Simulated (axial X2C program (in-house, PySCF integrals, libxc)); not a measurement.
**Ionising RuH**

Calculated with an in-house all-electron X2C program for linear molecules (integrals from PySCF), spin-free (one-electron X2C) or two-component (2c: spin–orbit coupling with atomic mean-field Coulomb and Gaunt terms, which also bring small scalar terms), in Dyall basis sets with cores contracted in-house; open shells are unrestricted.

Basis sets: H dyall-v3z, Ru dyall-cv3z. Frozen shells (counts by l): RuH Ru 4s3p1d, H none, 9 electrons correlated; RuH⁺ Ru 4s3p1d, H none, 8 electrons correlated. Where the outer core of a metal is frozen, bonds come out longer and ionisation energies lower.

| Hamiltonian | level | RuH state | Re (Å) | ωe (cm⁻¹) | De (eV) |
| --- | --- | --- | --- | --- | --- |
| spin-free | HF | M_S = 3/2, Λ = 0 | 1.674 | 1660.8 | 1.26 |
| spin-free | PBE0 | M_S = 3/2, Λ = 0 | 1.583 | 1968.5 | 2.77 |
| spin-free | MP2 | M_S = 3/2, Λ = 0 | 1.565 | 2002.3 | 2.45 |
| 2c | HF | Ω = 3/2 | 1.675 | 1659.5 | n/a |
| 2c | PBE0 | Ω = 3/2 | 1.584 | 1966.0 | n/a |
| 2c | MP2 | Ω = 3/2 | 1.567 | 1997.2 | n/a |

Adiabatic ionisation energy (minimum to minimum, no zero-point term) and constants of RuH⁺:

| Hamiltonian | level | RuH⁺ state | IE (eV) | Re (Å) | ωe (cm⁻¹) | De (eV) | fragments |
| --- | --- | --- | --- | --- | --- | --- | --- |
| spin-free | HF | M_S = 2, Λ = 1 | 6.60 | 1.653 | 1834.5 | 0.95 | Ru+ + H |
| spin-free | PBE0 | M_S = 2, Λ = 1 | 8.26 | 1.601 | 2007.4 | 1.98 | Ru+ + H |
| spin-free | MP2 | M_S = 2, Λ = 1 | 8.16 | 1.570 | 2149.2 | 1.48 | Ru+ + H |
| 2c | HF | Ω = 3 | 6.57 | 1.653 | 1832.9 | n/a | Ru+ + H |
| 2c | PBE0 | Ω = 3 | 8.21 | 1.601 | 2005.6 | n/a | Ru+ + H |
| 2c | MP2 | Ω = 3 | 8.12 | 1.571 | 2146.1 | n/a | Ru+ + H |

Question: Add the zero-point terms to the ionisation energy at MP2, 2c, and say whether the electron removed was bonding.

Answer: IE0 = IE + (ωe⁺ − ωe)/2 = 8.12 + (0.009) = 8.13 eV. Re changes by 0.004 Å, so the electron was nearly non-bonding.

Each entry is the lowest single determinant of a limited PBE0 search at one distance. De goes to single-determinant-based atoms at the same level (for ions the charge split of lowest energy) and is withheld (n/a) where an atom does not fit its ground term or J level. Main or longest-lived isotopes. One determinant is a doubtful description, or other states lie close, for RuH, RuH⁺; these need not be ground states, and all values refer to the states named. Some open-shell Ω = 0 determinants are out of reach, so the Ω given for RuH⁺ need not be the lowest component. With several unpaired electrons the Ω given is that of one determinant, not necessarily of the lowest component. The functionals have no current term, which raises determinants with orbital currents.
